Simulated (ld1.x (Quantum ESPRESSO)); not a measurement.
An all-electron radial function and its pseudo partner (germanium (Ge))

Columns: radius, all-electron u(r) and pseudo u(r) of the 4s shell (level -29.64 eV) of germanium in the configuration [Ar] 3d10 4s2 4p0; LDA (PZ), scalar-relativistic, RRKJ scheme, ld1.x (Quantum ESPRESSO) 7.5.

```csv
r (bohr),all-electron,pseudo
0.085,-0.1186,-0.0183
0.170,-0.2142,-0.0376
0.255,0.0171,-0.0587
0.340,0.2544,-0.0827
0.425,0.3738,-0.1107
0.510,0.3731,-0.1439
0.595,0.2879,-0.1833
0.680,0.1553,-0.2301
0.765,0.0034,-0.2847
0.850,-0.1495,-0.3469
0.935,-0.2922,-0.4154
1.020,-0.4188,-0.4878
1.105,-0.5266,-0.5604
1.190,-0.6151,-0.6290
1.275,-0.6849,-0.6893
1.360,-0.7374,-0.7384
1.445,-0.7743,-0.7744
1.530,-0.7974,-0.7974
1.615,-0.8086,-0.8086
1.700,-0.8097,-0.8097
1.785,-0.8023,-0.8023
1.870,-0.7879,-0.7879
1.955,-0.7678,-0.7678
2.040,-0.7433,-0.7433
2.125,-0.7153,-0.7153
2.210,-0.6848,-0.6848
```

Question: How many radial nodes do the two functions have?

Answer: The all-electron 4s function has n − l − 1 = 3 (the table is too coarse to show those close to the nucleus); the pseudo-wave has 0, since the states of the same l below it are removed with the core.

Question: At about which radius was the pseudo-wave matched?

Answer: 1.65 bohr. The columns agree to 0.0005 from 1.45 bohr on; several derivatives are matched, so the curves merge somewhat inside the radius.

Question: Where does each function peak?

Answer: Outermost all-electron maximum near 1.70 bohr, pseudo maximum near 1.70 bohr (to the table’s step).

Question: Is the pseudo-wave norm-conserving?

Answer: Yes: the RRKJ scheme keeps the norm inside the radius equal to the all-electron one, which fixes the energy derivative of the logarithmic derivative at the level.
